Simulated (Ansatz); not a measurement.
The cluster TaPt₅⁻, 6 atoms. Hardware: 4 threads of Arm Neoverse V1 on a shared host.

In the def2 sets Pt, Ta take a core potential; there is no spin–orbit coupling. Correlated methods freeze no core orbitals; core or outer-core shells of Ta, Pt are correlated, in sets that lack core-valence functions.

**Question.** How many basis functions does each of these Ansatz runs have, and roughly what does it cost? r2SCAN-D4/def2-TZVPD, charge -1 singlet, energy, from earlier orbitals; revPBE-D4/def2-TZVPD, charge -1 singlet, energy, from earlier orbitals; MP2/def2-TZVPD, charge -1 singlet, energy, from earlier orbitals; PBE0-D4/def2-SVPD, charge -1 singlet, relaxation, 24 steps; HSE06-D4/def2-TZVPD, charge -1 singlet, energy, from earlier orbitals; ωB97M-V/def2-TZVPD, charge -1 singlet, energy, from earlier orbitals; RPA@PBE/def2-TZVPD, charge -1 singlet, energy, from earlier orbitals; PBE-D4/def2-TZVPD, charge -1 singlet, energy and forces, from earlier orbitals; PBE0-D4/def2-TZVPD, charge -1 singlet, energy, from earlier orbitals.

**Answer.** Other jobs shared the machine, so times can vary by a factor of up to 3.

| run | functions | fitting or Cholesky vectors | wall time | peak host memory (GiB) |
| --- | --- | --- | --- | --- |
| revPBE-D4/def2-TZVPD, charge -1 singlet, energy, from earlier orbitals | 258 | 2251 | 10 s | 0.55 |
| PBE-D4/def2-TZVPD, charge -1 singlet, energy and forces, from earlier orbitals | 258 | 2251 | 11 s | 0.55 |
| HSE06-D4/def2-TZVPD, charge -1 singlet, energy, from earlier orbitals | 258 | 2495 | 15 s | 1.5 |
| PBE0-D4/def2-TZVPD, charge -1 singlet, energy, from earlier orbitals | 258 | 2495 | 19 s | 1.4 |
| r2SCAN-D4/def2-TZVPD, charge -1 singlet, energy, from earlier orbitals | 258 | 2251 | 21 s | 0.63 |
| MP2/def2-TZVPD, charge -1 singlet, energy, from earlier orbitals | 258 | 2311 | 1.8 min | 1.8 |
| RPA@PBE/def2-TZVPD, charge -1 singlet, energy, from earlier orbitals | 258 | 2311 | 2.1 min | 1.8 |
| ωB97M-V/def2-TZVPD, charge -1 singlet, energy, from earlier orbitals | 258 | 2339 | 3.3 min | 1.6 |
| PBE0-D4/def2-SVPD, charge -1 singlet, relaxation, 24 steps | 210 | 2231 | 5 min | 0.84 |
